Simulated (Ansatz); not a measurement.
Species: C3H9Al, SMILES `[CH3][Al]([CH3])[CH3]` (charge 0, multiplicity 1), formula C3H9Al.

Task: How many basis functions does frozen-core CCSD(T)/cc-pVTZ // CAM-B3LYP-D3(BJ)/def2-TZVP (Ansatz, a quantum-chemistry and plane-wave program) use, how many core orbitals are frozen, and how many electrons are correlated?

Result: 250 basis functions and 8 frozen orbitals, which leaves 24 correlated electrons. Core time is of the order of minutes.
